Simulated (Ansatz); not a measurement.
Total energies of the cluster Sn₂Bi from Ansatz at PBE0-D4/def2-TZVP, gas phase (1 Eh = 27.2114 eV = 2625.5 kJ/mol). The reference geometry is relaxed at r2SCAN-D4/def2-SVP.

Cartesian coordinates in Å:
```
Bi 1.556 0.239 0.268
Sn -0.868 -0.936 1.121
Sn -0.688 0.697 -1.389
```

```tsv
state	geometry	energy (Eh)
charge 0 doublet	reference	-643.33503
charge 1 triplet	reference	-643.06660
charge 0 quartet	relaxed at r2SCAN-D4/def2-SVP	-643.29055
free Bi atom (quartet)	–	-214.61763
free Sn atom (triplet)	–	-214.25870
```

In the def2 sets Bi, Sn take a core potential; there is no spin–orbit coupling.

Work out the vertical ionisation energy to the triplet.

E(charge 1 triplet) − E(charge 0 doublet) = -643.06660 − (-643.33503) = 0.26843 Eh = 7.30 eV. For comparison, −ε of the highest occupied level of the spin that leaves is 5.66 eV at this level, 1.64 eV less.

Which of the charge 0 states is lowest, and how far above it are the others?

The doublet. quartet: -643.29055 − (-643.33503) = 0.04448 Eh = 116.8 kJ/mol.

What is the binding energy per atom against free atoms?

Atoms: 1 × (-214.61763) + 2 × (-214.25870) = -643.13503 Eh. Binding: -643.13503 − (-643.33503) = 0.20000 Eh = 5.44 eV, or 1.81 eV for each of 3 atoms (no zero-point energy, no counterpoise term).

The structure comes from a short search, and lower isomers may exist.
